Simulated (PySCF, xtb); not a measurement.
C₃H₈BNO, SMILES C[C@H]1COB1N. Other conformers were not sampled.

Harmonic wavenumbers (cm⁻¹) from GFN2-xTB (xtb) at its own minimum, in rising order: 137, 160, 201, 285, 373, 453, 504, 553, 610, 751, 833, 909, 929, 1001, 1041, 1111, 1121, 1131, 1165, 1190, 1261, 1312, 1407, 1425, 1475, 1503, 1506, 1527, 2934, 2953, 2961, 3005, 3026, 3032, 3509, 3559.

Q: What does TPSSh-D3(BJ)/def2-SVP in PySCF give at its own minimum? (The exact figures need the calculation; the answer reports its results.)

A: 120, 165, 222, 303, 373, 377, 521, 605, 619, 747, 857, 873, 910, 995, 1002, 1107, 1142, 1167, 1193, 1208, 1307, 1382, 1408, 1451, 1490, 1496, 1515, 1614, 3015, 3028, 3053, 3090, 3091, 3104, 3586, 3695. Paired by order, the mean absolute difference is 39 cm⁻¹ and the zero-point energies are 72.7 and 74.1 kcal/mol.
